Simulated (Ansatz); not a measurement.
`[NH2][GeH2][NH2]` + H₂O → `[NH2][GeH2][OH]` + NH₃  (formal hydrolysis of a Ge–N bond)

Computed with Ansatz on PBE0-D4/def2-TZVP structures; ΔE is electronic, products minus reactants. CCSD(T)/CBS adds triple-zeta CCSD(T) − MP2 to the extrapolated MP2 energy (def2 sets, frozen cores). This one scheme is used for every species. Functionals use def2-TZVPP. HSE06 is defined as in plane-wave codes. For Ge outer-core shells are correlated without core-valence functions, which leaves a few kJ/mol of doubt a bond. Scalar relativity is left out up to krypton. Each species was taken in one conformer, which may not be the lowest.

(1) Is it downhill or uphill in electronic energy at CCSD(T)/CBS, and by how much? (An estimate is asked.)

(2) What do these levels give: HSE06-D4, BHLYP-D4, B2PLYP, PBE-QIDH, PBE, r2SCAN, r2SCANh, HF/def2-SVP, CCSD/def2-SVP, CCSD(T)/def2-SVP, MP2/CBS(def2), CCSD/CBS(def2)? (An estimate is asked.)

(3) What do rigid-rotor, harmonic-oscillator terms from PBE0-D4/def2-TZVP frequencies (298.15 K, 1 bar) make of the CCSD(T)/CBS value? (Estimate.)

Largest T1 diagnostic among the species: 0.011.

Answers

(1) The calculation gave: Downhill: ΔE = -19.2 kJ/mol.

(2) Computed: HSE06-D4 -20.3, BHLYP-D4 -23.7, B2PLYP -24.9, PBE-QIDH -20.7, PBE -23.4, r2SCAN -25.2, r2SCANh -24.3, HF/def2-SVP -25.4, CCSD/def2-SVP -24.0, CCSD(T)/def2-SVP -23.9, MP2/CBS(def2) -18.4, CCSD/CBS(def2) -19.5 kJ/mol.

(3) The calculation gave: ΔZPE = +1.0 kJ/mol, ΔH = -18.0 kJ/mol, ΔS = 12 J/(mol·K), ΔG = -21.7 kJ/mol.

At CCSD(T), def2-SVP lies −4.7 kJ/mol from the extrapolated value and def2-TZVPP −1.7 kJ/mol. In def2-TZVPP, CCSD(T) changes the Hartree–Fock value by +6.8 kJ/mol (the triples alone add +0.3 kJ/mol) and MP2 by +7.5 kJ/mol.
